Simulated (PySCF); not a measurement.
# W⁺ (tungsten, charge +1) across methods

[Xe] 4f14 5d4 6s1, high-spin 6D determinant. All numbers are calculated (PySCF 2.14, a scalar-relativistic core potential, in def2-TZVPPD with the def2 core potential (60 electrons)).

```
 method  E (hartree)  mean ε 5p β (eV)  mean ε 5d α (eV)  mean ε 6s α (eV)  Σ⟨r²⟩ (bohr²)   ⟨S²⟩
LC-wPBE     -66.6599           -52.865           -16.795           -15.672          41.22  8.752
    LDA     -66.4812           -47.938           -12.817           -13.144          41.88  8.750
  wB97X     -66.6252           -52.744           -16.163           -15.116          41.37  8.751
    UHF    -66.10303           -55.483           -17.732           -15.237          41.72  8.755
    PBE     -66.6687           -47.943           -12.782           -12.884          41.68  8.751
   PBE0     -66.6378           -50.109           -14.173           -13.545          41.49  8.751
  B97-3     -66.6429           -50.387           -14.028           -13.401          41.39  8.751
  TPSSh     -66.6303           -49.000           -13.297           -13.087          41.57  8.751
```

Q: Estimate the same row for r2SCAN.

A: E (hartree) = -66.6861; mean ε 5p β (eV) = -48.648; mean ε 5d α (eV) = -13.147; mean ε 6s α (eV) = -13.128; Σ⟨r²⟩ (bohr²) = 41.38; ⟨S²⟩ = 8.752.

Energies and moments cover only the electrons outside the core potential. Spin-orbit coupling, absent here, splits the open shell strongly.
